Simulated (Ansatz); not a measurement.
Basis-set series for `[SiH3][SiH2][GeH3]`. Total charge 0; spin multiplicity 1. Geometry: relaxed with PBE0-D4/def2-TZVP.

```
functional       basis  functions  energy (Eh)  HOMO (eV)  LUMO (eV)
   PBE0-D4  def2-TZVPP        244  -2660.29825      -7.98      -0.20
   PBE0-D4  def2-QZVPP        469  -2660.36284      -7.98      -0.29
   ωB97M-V  def2-TZVPP        244  -2660.61209      -9.95       1.51
   ωB97M-V  def2-QZVPP        469  -2660.67464      -9.95       1.22
```

Q: Give the rows for def2-SVP. (Best estimate.)

A: Ansatz gave: 
```json
{"functional": "PBE0-D4", "basis": "def2-SVP", "functions": "108", "energy (Eh)": "-2659.83192", "HOMO (eV)": "-8.03", "LUMO (eV)": "0.00"}
{"functional": "ωB97M-V", "basis": "def2-SVP", "functions": "108", "energy (Eh)": "-2660.14274", "HOMO (eV)": "-9.96", "LUMO (eV)": "1.83"}
```

Positive LUMOs are unbound and depend on the basis. Scalar relativity is left out up to krypton.
